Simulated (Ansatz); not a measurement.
```yaml
crystal:
  periodic: [false, false, false]
  atoms:
    - {symbol: O, position_ang: [-0.910255, 0.272510, 1.132918]}
    - {symbol: Ge, position_ang: [-0.014249, -0.055823, -0.336130]}
    - {symbol: O, position_ang: [1.267134, -1.165640, 0.071004]}
    - {symbol: Cl, position_ang: [-1.192298, -0.987442, -1.826264]}
    - {symbol: Cl, position_ang: [0.724354, 1.785792, -1.119753]}
    - {symbol: H, position_ang: [-1.437481, 1.074931, 1.084794]}
    - {symbol: H, position_ang: [1.623995, -0.992329, 0.947730]}
basis:
  gaussian: {orbitals: aug-cc-pVDZ}
total_charge: -1
magnetization: {spin_polarized: false, initial_magnetization: 1}
hamiltonian: {xc: {name: B3LYP}}
scf: {lower_state_search: off}
output: {forces: true}
```

```sh
$ ansatz run in.yaml --threads 4 --pin off --events-out ev --progress --plain --max-ram 10444MiB
```

Output, abridged:

```
Functional definition: B3LYP
1546 factors; integrals over basis functions are off by at most 7.9e-4 eV
mean field evaluation 1: about -85690.6330 eV, gradient 5.5e1 eV
mean field evaluation 2: about -85690.6752 eV, gradient 5.5e1 eV
mean field evaluation 4: about -85696.1100 eV, gradient 7.7e0 eV
mean field evaluation 8: about -85696.2904 eV, gradient 9.4e-1 eV
mean field evaluation 16: about -85696.2930 eV, gradient 1.4e-3 eV
mean field -85696.29297478 eV, -3149.2806797896 hartree, gradient 1.8e-6 eV, S^2 0.750000; 0 other end points of the search recorded, 0 dependent functions left out
reference -85696.29319604 eV, -3149.2806879207 hartree; 43, 42 occupied and 111, 112 virtual orbitals, 1546 factors
Total energy: -85696.29319604 eV, -3149.2806879207 hartree
Atom 0 at    -0.910255     0.272510     1.132918 Å, force    -0.556353    -0.221171     1.627532 eV/Å
Atom 1 at    -0.014249    -0.055823    -0.336130 Å, force     0.024899     0.113016     0.440256 eV/Å
Atom 2 at     1.267134    -1.165640     0.071004 Å, force     1.157843    -1.362311    -0.082483 eV/Å
Atom 3 at    -1.192298    -0.987442    -1.826264 Å, force    -1.396300    -1.192832    -1.786882 eV/Å
Atom 4 at     0.724354     1.785792    -1.119753 Å, force     0.872895     2.059810    -0.878201 eV/Å
Atom 5 at    -1.437481     1.074931     1.084794 Å, force    -0.394221     0.537519     0.046243 eV/Å
Atom 6 at     1.623995    -0.992329     0.947730 Å, force     0.291237     0.065969     0.633534 eV/Å
Dipole moment:    -0.017882     0.028220    -0.342186 e Å
Checks for a lower state left out: stability, starts, cluster_reference, orbital_swaps, neighbouring_geometries, increment
```

It took 6 s on 4 threads of an Arm Neoverse V1 on a shared host, with 0.44 GiB of host memory at the peak.
